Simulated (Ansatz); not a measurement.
Ansatz (a program for electronic structure) input (MP2/3-21G): The .json file is the Basis Set Exchange's 3-21G.

Ansatz 0.2 input:
```yaml
crystal:
  periodic: [false, false, false]
  atoms:
    - {symbol: N, position_ang: [1.34124600, -0.63112100, 0.03977900]}
    - {symbol: B, position_ang: [0.02705800, 0.00406300, 0.00419300]}
    - {symbol: N, position_ang: [-1.17150600, -0.72202300, 0.15891400]}
    - {symbol: O, position_ang: [-0.05513700, 1.35339300, -0.26907400]}
    - {symbol: H, position_ang: [1.57586900, -1.09217500, 0.91983700]}
    - {symbol: H, position_ang: [-2.06291200, -0.31699700, -0.07307600]}
    - {symbol: H, position_ang: [-1.20102400, -1.70756300, 0.34658700]}
    - {symbol: H, position_ang: [0.80569000, 1.74128500, -0.45257300]}
basis:
  gaussian:
    orbitals: 3-21G.json
magnetization: {spin_polarized: true, initial_magnetization: 1}
correlation: {method: mp2, electrons: outside_noble_gas}
```

Output:

```
Functional definition: HF
integrals: 0.01 GiB planned
546 factors; integrals over basis functions are off by at most 9.9e-4 eV
mean field: 0.12 GiB planned
mean field evaluation 1: about -5702.7992 eV, gradient 2.5e1 eV
mean field evaluation 2: about -5703.0532 eV, gradient 2.6e1 eV
mean field evaluation 4: about -5706.0404 eV, gradient 2.4e0 eV
mean field evaluation 8: about -5706.1073 eV, gradient 3.7e-1 eV
mean field evaluation 16: about -5706.1109 eV, gradient 8.9e-6 eV
mean field -5706.11090153 eV, -209.6957078903 hartree, gradient 8.9e-6 eV, S^2 0.756124; 3 other end points of the search recorded, 0 dependent functions left out
4 core orbitals not correlated
reference -5706.11090153 eV, -209.6957078903 hartree; 12, 11 occupied and 28, 29 virtual orbitals, 546 factors
second order -9.46672891 eV of doubles, -0.00000000 eV of singles
Total energy: -5715.57763044 eV, -210.0436037609 hartree
```

The geometry given is a B3LYP-D3(BJ)/def2-TZVP minimum.
